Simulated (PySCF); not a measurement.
## Zn: interval between two levels

Zn [Ar] 3d10 4s2 → Zn [Ar] 3d10 4s1 5s1 [3S1, M_J = 1], as a difference of total energies. Computed with PySCF 2.14 in x2c-TZVPall-2c with one added diffuse shell each of s, p, d type (7s8p5d1f, 63 functions), with the two-component X2C-1e Hamiltonian. Correlated levels: [Ne] frozen; the 6 highest virtual spinors dropped. "Screened" scales the spin-orbit matrix elements by Boettger's factors to mimic the two-electron term; Breit and QED terms are absent.

| method | interval between two levels (cm⁻¹) |
| --- | --- |
| GHF (screened spin-orbit) | 42377 |
| GMP2 (screened spin-orbit) | 51187 |

Errors of the correlated levels include the incompleteness of this basis and the frozen core.

For comparison: 53672 cm⁻¹ (measured; NIST Handbook of Basic Atomic Spectroscopic Data (Sansonetti and Martin, J. Phys. Chem. Ref. Data 34, 1559 (2005))).
